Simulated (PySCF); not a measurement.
Work out the structure from these simulated measurements.

Elements present: B, C, H, N and O. Monoisotopic mass: 61.0699 u.

| Quantity | Value |
| --- | --- |
| XPS | B1s 194.0, C1s 290.8, N1s 407.6, O1s 538.3 eV [ΔSCF SCAN, pcX-2 on the ionised atom, pcseg-1 elsewhere, spin-free X2C] |
| 1H NMR | chemical shifts (computed TMS as zero) by class: 3.28 (3 H), 3.21 (2 H), 2.10 (2 H), -1.28 (1 H) ppm [GIAO PBE0/pcSseg-1] |
| 13C NMR | chemical shifts (computed TMS as zero) by class: 61.6 (1 C) ppm [GIAO PBE0/pcSseg-1] |
| Triplet | lowest triplet excitation (Tamm–Dancoff): 6.00 eV [TDA CAM-B3LYP/def2-SVPD] |
| Polarisability | 47.2 au [CAM-B3LYP/def2-SVPD] |
| Rotational structure | rotational constants A, B, C: 11.823, 5.509, 4.359 GHz [PBE0-D3(BJ)/def2-SVP] |
| UV, first state | lowest singlet excitation: 6.20 eV (200 nm, f = 0.011) [TDDFT CAM-B3LYP/def2-SVPD] |

The electronic properties come from PySCF, for the isolated species, density fitting. Levels stand in brackets. One conformer (not necessarily the lowest) at the PBE0-D3(BJ)/def2-SVP geometry, without solvent, vibrations or thermal averaging. NMR values are class means; diastereotopic atoms form classes of their own.

Task: Which formula fits the mass and the elements?

Result: CH8BNO (calculated 61.0699). No other formula that holds each of these elements comes within 0.0003 u with a fitting electron parity and a possible valence count.

Task: What is the compound? Reason from the data.

Result: Numbering: `[NH3+:1][BH2-:2][CH2:3][OH:4]`. The one carbon: carbinol carbon (C–OH) [C3] (61.6 ppm). Hydrogen classes from least to most shielded: 3 H on a nitrogen bonded to B and 3 H, N1 (3.28 ppm, a mean of values up to 3.9 ppm apart in this geometry), 2 H on a carbinol carbon (C–OH), C3 (3.21 ppm, a mean of values up to 0.7 ppm apart in this geometry), 2 H on a four-coordinate boron, B2 (2.10 ppm), 1 H on an alcohol oxygen, O4 (-1.28 ppm). The core levels belong to: B1s 194.0 eV, four-coordinate boron [B2]; C1s 290.8 eV, carbinol carbon (C–OH) [C3]; N1s 407.6 eV, nitrogen bonded to B and 3 H [N1]; O1s 538.3 eV, alcohol oxygen [O4]. The optimised geometry has point group C1 and is an asymmetric top. Structure: `C([BH2-][NH3+])O`. Computed isomers that give other values at the same levels: `CO[BH2-][NH3+]` (core binding energies: B1s 195.0, C1s 291.6, N1s 407.8, O1s 537.1 eV). The assignments are read from this structure; whether some other isomer fits the data as well wasn't checked.

Shape of the structure used: `[NH3+:1][BH2-:2][CH2:3][OH:4]`: N1–B2–C3–O4 -48°, H–O4–C3–B2 -68°.
